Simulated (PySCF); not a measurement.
**Correlation energy of Cu+ (copper, charge +1)**

[Ar] 3d10, closed-shell 1S. All numbers are calculated (PySCF 2.14, scalar relativity by spin-free X2C-1e, in cc-pVDZ-DK (6s5p3d1f, 43 functions)). Frozen: [Ar]; 10 electrons correlated.

Total MP2 correlation energy: -413.72 mhartree.

Same-spin part -157.15 and opposite-spin part -256.57 mhartree; SCS-MP2 scales them by 1/3 and 6/5 to -360.27 mhartree.

```csv
level,correlation energy (mhartree)
CCSD,-358.46
(T),-7.67
CCSD(T),-366.13
```

Diagnostics: T1 = 0.014, D1 = 0.0199, largest double amplitude 0.022.

Cost of the coupled-cluster step: 0.28 s of wall time on 1 thread of Neoverse-V2 (shared host), for 10 correlated electrons.

Iterations:

```
CC2 = 0
CCSD nocc = 5, nmo = 34
frozen orbitals [0, 1, 2, 3, 4, 5, 6, 7, 8]
max_cycle = 100
direct = 0
conv_tol = 1e-08
conv_tol_normt = 1e-06
diis_space = 8
diis_start_cycle = 0
Init t2, MP2 energy = -1653.32018454276  E_corr(MP2) -0.413721884469809
Init E_corr(CCSD) = -0.413721884469831
cycle = 1  E_corr(CCSD) = -0.338490047856145  dE = 0.0752318366  norm(t1,t2) = 0.0743421
cycle = 2  E_corr(CCSD) = -0.366528481986352  dE = -0.0280384341  norm(t1,t2) = 0.0413287
cycle = 3  E_corr(CCSD) = -0.358928660195474  dE = 0.00759982179  norm(t1,t2) = 0.0265348
cycle = 4  E_corr(CCSD) = -0.358290962361538  dE = 0.000637697834  norm(t1,t2) = 0.00153662
cycle = 5  E_corr(CCSD) = -0.358440209795348  dE = -0.000149247434  norm(t1,t2) = 0.000228537
cycle = 6  E_corr(CCSD) = -0.358460607075872  dE = -2.03972805e-05  norm(t1,t2) = 4.73529e-05
cycle = 7  E_corr(CCSD) = -0.358459820889873  dE = 7.86185999e-07  norm(t1,t2) = 1.28387e-05
cycle = 8  E_corr(CCSD) = -0.358457893082096  dE = 1.92780778e-06  norm(t1,t2) = 3.45061e-06
cycle = 9  E_corr(CCSD) = -0.358457910482148  dE = -1.74000521e-08  norm(t1,t2) = 5.54306e-07
cycle = 10  E_corr(CCSD) = -0.358458002824271  dE = -9.23421227e-08  norm(t1,t2) = 2.35632e-07
cycle = 11  E_corr(CCSD) = -0.358457986922165  dE = 1.59021058e-08  norm(t1,t2) = 2.12101e-08
cycle = 12  E_corr(CCSD) = -0.358457995965444  dE = -9.04327951e-09  norm(t1,t2) = 2.09605e-08
CCSD converged
E(CCSD) = -1653.264920654259  E_corr = -0.3584579959654444
CCSD(T) correction = -0.00766747278040662
```
